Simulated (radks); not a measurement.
Question: Excited configurations of Tl II: one electron is placed in a higher orbital outside [Xe] 4f14 5d10 6s1. The ground configuration is [Hg]. Method: Dirac Kohn-Sham, LDA (Slater exchange, Perdew-Wang correlation), spin-unpolarised, spherical densities, finite nucleus; open shells are shared between the two j in proportion to 2j + 1; Fermi nuclear charge, rms radius 5.4759 fm; computed with a radial shooting solver on a logarithmic mesh with Libxc functionals. Excitation = E - E(ground); binding = E(ion) - E, where the ion is the core of charge +2; n* = 2/sqrt(2 binding) in atomic units, and the quantum defect is n - n*. Eigenvalue and <r> are those of j = l + 1/2.

outer orbital  excitation (eV)  binding (eV)     n*  quantum defect  eigenvalue (eV)  <r> (bohr)
5f                      17.618         3.569  3.905           1.095           -2.498       8.342
6p                       8.235        12.951  2.050           3.950           -8.992       3.243
6d                      15.183         6.003  3.011           2.989           -4.234       5.568
7s                      13.715         7.471  2.699           4.301           -5.851       5.700
7p                      15.575         5.612  3.114           3.886           -4.249       7.283
7d                      17.670         3.517  3.934           3.066           -2.678       10.71
7f                      19.448         1.738  5.595           1.405           -1.354       21.50

Estimate the row for 6f.

Answer: excitation (eV) 18.755; binding (eV) 2.432; n* 4.731; quantum defect 1.269; eigenvalue (eV) -1.826; <r> (bohr) 14.20. The Delta-SCF ionisation energy is 21.186 eV (NIST Atomic Spectra Database: 20.428 eV, measured). Self-interaction in the functional shifts the binding energies and quantum defects, so they are the method's values and not measured ones. Spin polarisation and multiplet splitting are left out, so open shells lie too high by an amount that depends on their filling.

Beside tabulated values, note that spin-unpolarised runs miss the spin-polarisation part of the exchange energy of open shells.
